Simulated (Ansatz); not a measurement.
Consider the ligand exchange at the Si–O bond: `Cl[SiH2][O][GeH3]` + `O[SiH2]O` → `O[SiH2]O[SiH2]Cl` + `[OH][GeH3]`.

Calculated with Ansatz (gas phase, PBE0-D4/def2-TZVP geometries, no zero-point term in ΔE). CCSD(T)/CBS is the MP2 limit (def2-TZVPP, def2-QZVPP) plus CCSD(T) − MP2 in def2-TZVPP, frozen cores. Functionals use def2-TZVPP. B3LYP here is the variant with VWN-RPA as its local correlation; programs differ in this. HSE06 is defined as in plane-wave codes. For Ge outer-core shells are correlated without core-valence functions, which leaves a few kJ/mol of doubt a bond. Scalar relativity is left out up to krypton. Each species was taken in one conformer, which may not be the lowest.

| level | ΔE (kJ/mol) | difference from CCSD(T)/CBS |
| --- | --- | --- |
| LDA (SPW92) | 2.7 | 0.3 |
| PBE-D4 | 1.6 | -0.8 |
| revPBE-D4 | 0.4 | -2.0 |
| r2SCAN-D4 | 1.3 | -1.1 |
| B97M-V | 1.4 | -1.0 |
| PBE0-D4 | 1.4 | -1.0 |
| B3LYP-D4 | 0.4 | -2.0 |
| r2SCANh-D4 | 1.4 | -1.0 |
| HSE06-D4 | 1.6 | -0.8 |
| BHLYP-D4 | 0.7 | -1.7 |
| CAM-B3LYP-D4 | 1.1 | -1.3 |
| ωB97X-V | 2.0 | -0.4 |
| B2PLYP | 3.0 | 0.6 |
| PBE-QIDH | 3.2 | 0.8 |
| PBE | 3.0 | 0.6 |
| revPBE | 3.4 | 1.0 |
| BLYP | 2.9 | 0.5 |
| PBE0 | 2.7 | 0.3 |
| B3LYP | 2.5 | 0.1 |
| r2SCANh | 1.9 | -0.5 |
| r2SCAN0 | 2.0 | -0.4 |
| HSE06 | 2.8 | 0.4 |
| BHLYP | 2.2 | -0.2 |
| CAM-B3LYP | 2.5 | 0.1 |
| RPA@PBE/def2-TZVPP | 2.7 | 0.3 |
| HF/def2-SVP | 1.2 | -1.2 |
| MP2/def2-SVP | 2.4 | 0.0 |
| CCSD/def2-SVP | 1.5 | -0.9 |
| CCSD(T)/def2-SVP | 1.7 | -0.7 |
| HF/def2-TZVPP | 2.4 | 0.0 |
| MP2/def2-TZVPP | 3.8 | 1.4 |
| SCS-MP2/def2-TZVPP | 3.5 | 1.1 |
| CCSD/def2-TZVPP | 3.1 | 0.7 |
| CCSD(T)/def2-TZVPP | 3.2 | 0.8 |
| HF/def2-QZVPP | 2.0 | -0.4 |
| MP2/def2-QZVPP | 3.2 | 0.8 |
| SCS-MP2/def2-QZVPP | 2.8 | 0.4 |
| HF/CBS(def2) | 1.9 | -0.5 |
| MP2/CBS(def2) | 3.0 | 0.6 |
| CCSD/CBS(def2) | 2.2 | -0.2 |
| CCSD(T)/CBS | 2.4 | 0 |

Largest T1 diagnostic among the species: 0.011.

Leaving LDA and LC-ωPBE aside and taking each functional with its dispersion term where it has one, the values, not all of them listed here, spread over 3.1 kJ/mol, from BLYP-D4 to PBE-QIDH.

CCSD(T)/CBS has its own doubt, a few kJ/mol and more with outer-core shells, so smaller differences from it don't rank the levels.
